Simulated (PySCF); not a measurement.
Electronic structure of Ge⁺ (germanium, charge +1) at the r2SCAN level

Configuration: [Ar] 3d10 4s2 4p1, 2P determinant. Computed with PySCF 2.14 in def2-TZVP (6s5p4d1f, 48 functions), with the non-relativistic Hamiltonian (point nucleus).

- Total energy: -2076.606 hartree
- One-electron energy: -2883.482 hartree
- Hartree (Coulomb) energy: 885.598 hartree
- Exchange-correlation energy: -78.723 hartree
- Kinetic energy: 2073.52771 hartree
- ⟨S²⟩: 0.7551
- ⟨L²⟩: 2.016
- Sum of ⟨r⟩: 20.81 bohr
- Sum of ⟨r²⟩: 28.60 bohr²
- Traceless quadrupole moment −½Σ⟨3z² − r²⟩ along its main axis: -3.02 e·bohr²
- Density at the nucleus (Gaussians lack the cusp): 21900 bohr⁻³
- Spin density at the nucleus: -0.195 bohr⁻³
- Langevin diamagnetic susceptibility: -22.7 ×10⁻⁶ cm³/mol
- Time after the integrals: 1.2 s of wall time on 1 thread of Neoverse-V1 (shared host)

```json
{"shell": "1s α", "electrons": "1", "mean orbital energy (hartree)": "-398.51551", "spread (hartree)": "0", "rms radius, mean of both spins (bohr)": "0.0554"}
{"shell": "1s β", "electrons": "1", "mean orbital energy (hartree)": "-398.51352", "spread (hartree)": "0", "rms radius, mean of both spins (bohr)": "0.0554"}
{"shell": "2s β", "electrons": "1", "mean orbital energy (hartree)": "-49.94655", "spread (hartree)": "0", "rms radius, mean of both spins (bohr)": "0.232"}
{"shell": "2s α", "electrons": "1", "mean orbital energy (hartree)": "-49.94634", "spread (hartree)": "0", "rms radius, mean of both spins (bohr)": "0.232"}
{"shell": "2p α", "electrons": "3", "mean orbital energy (hartree)": "-44.43675", "spread (hartree)": "0.00287", "rms radius, mean of both spins (bohr)": "0.205"}
{"shell": "2p β", "electrons": "3", "mean orbital energy (hartree)": "-44.43561", "spread (hartree)": "0.00566", "rms radius, mean of both spins (bohr)": "0.205"}
{"shell": "3s α", "electrons": "1", "mean orbital energy (hartree)": "-6.51011", "spread (hartree)": "0", "rms radius, mean of both spins (bohr)": "0.680"}
{"shell": "3s β", "electrons": "1", "mean orbital energy (hartree)": "-6.50877", "spread (hartree)": "0", "rms radius, mean of both spins (bohr)": "0.680"}
{"shell": "3p α", "electrons": "3", "mean orbital energy (hartree)": "-4.66122", "spread (hartree)": "0.01342", "rms radius, mean of both spins (bohr)": "0.705"}
{"shell": "3p β", "electrons": "3", "mean orbital energy (hartree)": "-4.65950", "spread (hartree)": "0.01738", "rms radius, mean of both spins (bohr)": "0.705"}
{"shell": "3d α", "electrons": "5", "mean orbital energy (hartree)": "-1.47208", "spread (hartree)": "0.01245", "rms radius, mean of both spins (bohr)": "0.824"}
{"shell": "3d β", "electrons": "5", "mean orbital energy (hartree)": "-1.46840", "spread (hartree)": "0.01882", "rms radius, mean of both spins (bohr)": "0.824"}
{"shell": "4s α", "electrons": "1", "mean orbital energy (hartree)": "-0.74035", "spread (hartree)": "0", "rms radius, mean of both spins (bohr)": "2.22"}
{"shell": "4s β", "electrons": "1", "mean orbital energy (hartree)": "-0.70739", "spread (hartree)": "0", "rms radius, mean of both spins (bohr)": "2.22"}
{"shell": "4p α", "electrons": "1", "mean orbital energy (hartree)": "-0.44453", "spread (hartree)": "0", "rms radius, mean of both spins (bohr)": "2.77"}
```
